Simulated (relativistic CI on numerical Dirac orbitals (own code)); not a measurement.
Calculated at this level of theory: Dirac-Coulomb-Breit CI, orbitals from a KLI potential per configuration, a model potential for QED, unscaled Slater integrals (own radial code, finite nucleus).

The strongest absorption lines from the ground level of an ion, among the configurations computed and to levels below about 656 eV (vacuum wavelength in nm, gf): 3.9861 (4.4), 4.0879 (1.2), 4.3536 (2.4), 5.1025 (0.55), 5.1680 (3), 5.5617 (0.6), 5.8468 (1.4), 6.0284 (0.77).

**Question.** Which ion is it?
A. Bi46+
B. Lu34+
C. Ir40+
D. Hg43+

**Answer.** C. Ir40+ has 37 electrons and the ground level 4s2.4p6.4d 2D_3/2; the strongest line goes to 4s2.4p5.4d2 2D°_3/2. The pattern of lines fixes the number of electrons, and along that sequence the line energies rise steadily with the charge (about as its square where n changes within one kind of shell, about linearly where n is kept but much faster in heavy ions where fine structure, which grows about as Z⁴, sets the gap, and irregularly where shells cross), which fixes Z. Configurations outside the model, such as inner-shell arrays, can give stronger lines. At this charge energies of transitions that change n are usually good to better than 1 %, and those within a shell (Δn = 0) to a few per cent.

LS names give the leading component of a level, which can be under half, so a name can repeat, a term be missing and a line seem to break the LS rules.
